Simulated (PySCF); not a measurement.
C3H7ClSi.

```xyz
12

C     -2.8587     0.4059    -0.7716
Si    -1.4071    -0.7870    -0.7792
C     -0.0716    -0.2221     0.4087
C      1.1571     0.0812    -0.0127
Cl     2.4290     0.6227     1.0336
H     -3.3030     0.4732     0.2345
H     -3.6450     0.0750    -1.4686
H     -2.5341     1.4151    -1.0702
H     -0.7913    -0.8647    -2.1386
H     -1.8765    -2.1512    -0.3895
H     -0.2816    -0.1206     1.4810
H      1.4761     0.0151    -1.0579
```

The structure is a stationary point at ωB97X-D3(BJ)/def2-SVP. The structure was generated by enumeration; whether it is a known compound was not checked. Other conformers were not sampled.

Method: PBE/pcSseg-1 run with PySCF. Non-relativistic, no solvent.

Computed absolute GIAO shielding of each atom: isotropic value and principal components (ppm):
| atom | σ(iso) | σ11 | σ22 | σ33 | span |
|---|---|---|---|---|---|
| C1 | 185.2 | 181.1 | 183.8 | 190.8 | 9.7 |
| Si2 | 376.8 | 340.4 | 380.0 | 409.8 | 69.4 |
| C3 | 47.8 | -56.8 | 49.6 | 150.4 | 207.2 |
| C4 | 34.4 | -68.8 | 63.7 | 108.3 | 177.2 |
| Cl5 | 616.2 | 356.9 | 580.4 | 911.5 | 554.6 |
| H6 | 30.8 | 26.7 | 28.6 | 37.2 | 10.5 |
| H7 | 30.9 | 26.8 | 27.7 | 38.4 | 11.6 |
| H8 | 30.9 | 26.8 | 28.9 | 37.1 | 10.3 |
| H9 | 26.9 | 23.8 | 26.2 | 30.8 | 7.0 |
| H10 | 26.7 | 23.5 | 25.2 | 31.3 | 7.8 |
| H11 | 25.0 | 22.2 | 24.1 | 28.7 | 6.5 |
| H12 | 24.7 | 20.3 | 25.0 | 28.8 | 8.4 |
